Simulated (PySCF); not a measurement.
Basis and Hamiltonian dependence of the excitation energy of Rh

Rh [Kr] 4d8 5s1 (4F) → Rh [Kr] 4d9 (2D). Calculated with PySCF 2.14 from differences of total energies of unrestricted determinants, without spin-orbit coupling. Values in eV.

| basis | Hamiltonian | functions | UHF | r2SCAN | PBE0 | MP2 (valence) | CCSD(T) (valence) | CCSD(T) (valence and next inner shell) |
| --- | --- | --- | --- | --- | --- | --- | --- | --- |
| def2-TZVPPD with the def2 core potential (28 electrons) | ECP | 56 | 1.683 | 0.974 | 0.664 | 0.411 | 0.608 | 0.667 |
| ANO-RCC-VTZP | spin-free X2C | 68 | 1.633 | n/a | 0.515 | 0.279 | 0.509 | 0.523 |
| aug-cc-pwCVDZ-PP with ECP28MDF | ECP | 70 | 1.660 | 0.939 | 0.621 | 0.381 | 0.604 | 0.696 |
| x2c-TZVPPall | spin-free X2C | 79 | 1.627 | n/a | 0.510 | 0.306 | 0.524 | 0.552 |
| aug-cc-pVTZ-PP with ECP28MDF | ECP | 88 | 1.660 | 0.940 | 0.621 | 0.290 | 0.523 | n/a |
| x2c-TZVPPall with one added diffuse shell each of s, p, d, f type | spin-free X2C | 95 | 1.627 | n/a | 0.510 | 0.259 | 0.494 | n/a |
| aug-cc-pVTZ-DK | spin-free X2C | 102 | 1.632 | n/a | 0.513 | 0.244 | 0.486 | n/a |
| aug-cc-pVTZ-PP with one added diffuse shell each of s, p, d, f, g type with ECP28MDF | ECP | 113 | 1.660 | 0.940 | 0.621 | 0.285 | n/a | n/a |
| x2c-QZVPPall | spin-free X2C | 118 | 1.642 | n/a | 0.519 | 0.244 | n/a | n/a |

Frozen in the all-electron rows: valence and next inner shell: [Ar] 3d10; valence: [Kr]; with a core potential, the same shells as far as they lie outside it.

Reference for a calculation without spin-orbit coupling: 0.342 eV (measured, between term centres; NIST).
